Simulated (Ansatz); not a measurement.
C₆H₁₆BNSi, SMILES `BN(CC=C)[Si](C)(C)C`, relaxed with RKS PBE0-D4/def2-TZVP in Ansatz 0.2.0 from a PBE-D4/def2-SVP geometry. The force threshold is 0.005 eV/Å; the program also tests the step.

Charge 0, multiplicity 1.

Start:

```xyz
25

B     0.593    1.930   -1.486
N     0.325    1.091   -0.389
C    -0.236    1.651    0.855
C    -1.666    1.244    1.100
C    -2.127    0.691    2.235
Si    0.562   -0.706   -0.488
C     1.960   -1.094   -1.689
C    -1.041   -1.516   -1.070
C     1.020   -1.328    1.236
H     1.019    1.457   -2.524
H     0.391    3.130   -1.386
H    -0.186    2.758    0.770
H     0.387    1.366    1.731
H    -2.363    1.444    0.264
H    -1.455    0.478    3.084
H    -3.191    0.440    2.367
H     2.885   -0.542   -1.424
H     1.696   -0.837   -2.733
H     2.185   -2.180   -1.649
H    -1.345   -1.113   -2.058
H    -0.910   -2.614   -1.174
H    -1.865   -1.332   -0.353
H     1.918   -0.810    1.632
H     0.191   -1.195    1.959
H     1.252   -2.412    1.190
```

Question: By how much does the energy fall, and how many steps does the optimiser take? (An estimate is asked.)

Answer: Ansatz gave: 2.82 kcal/mol, in 11 steps, 1 of them rejected.

Question: Which bonds change most? (Estimate.)

Answer: Computed: N2–Si6 from 1.815 to 1.778 Å; B1–H11 from 1.221 to 1.201 Å; B1–H10 from 1.218 to 1.198 Å; C4–C5 from 1.344 to 1.325 Å.

Question: Give the relaxed structure. (Estimate.)

Answer: The calculation gave: 
```xyz
25

B     0.545    1.896   -1.473
N     0.317    1.062   -0.380
C    -0.214    1.620    0.865
C    -1.649    1.266    1.095
C    -2.125    0.726    2.207
Si    0.558   -0.697   -0.485
C     1.950   -1.067   -1.671
C    -1.014   -1.521   -1.066
C     1.015   -1.324    1.218
H     0.936    1.433   -2.506
H     0.342    3.075   -1.371
H    -0.120    2.709    0.806
H     0.384    1.289    1.721
H    -2.323    1.494    0.270
H    -1.473    0.485    3.041
H    -3.180    0.513    2.332
H     2.855   -0.516   -1.406
H     1.692   -0.816   -2.701
H     2.182   -2.136   -1.633
H    -1.311   -1.139   -2.046
H    -0.876   -2.602   -1.154
H    -1.835   -1.340   -0.368
H     1.898   -0.814    1.612
H     0.198   -1.203    1.932
H     1.248   -2.391    1.161
```
